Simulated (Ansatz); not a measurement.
Species: sum formula H$_{3}$SiO$_{3}$ (charge -1, singlet). It need not be the lowest isomer of its formula. Whether it binds its extra electron was not tested at this geometry. 
Coordinates optimised at B3LYP-D3(BJ)/def2-TZVP (Ansatz, a program for electronic structure):
```
Si
O 1 1.7336
H 2 0.9676 1 108.37
O 1 1.7409 2 102.59 3 81.15
H 4 0.9689 1 109.92 2 -46.20
O 1 1.7727 2 92.25 3 -17.67
H 6 0.9617 1 109.15 2 167.65
```
Charge -1, spin multiplicity 1.

Basis-set convergence of Hartree-Fock and CCSD correlation energies (hartree) with Ansatz. Cores are frozen in the correlated levels unless marked. Spin-orbit coupling is left out. No relativistic terms.

```tsv
basis	functions	E(HF)	E(corr, CCSD)
aug-cc-pV(D+d)Z	128	-515.42678	-0.74841
aug-cc-pV(T+d)Z	262	-515.50072	-0.89620
aug-cc-pV(Q+d)Z	467	-515.51924	-0.94622
```

Extrapolating the two largest sets (X = 3 and 4) as X^-3: E(corr) = (64·(-0.94622) - 27·(-0.89620))/37 = -0.9827 Eh, an estimate of the basis-set limit. The largest set recovers 96.3 % of it, the smallest 76.2 %.
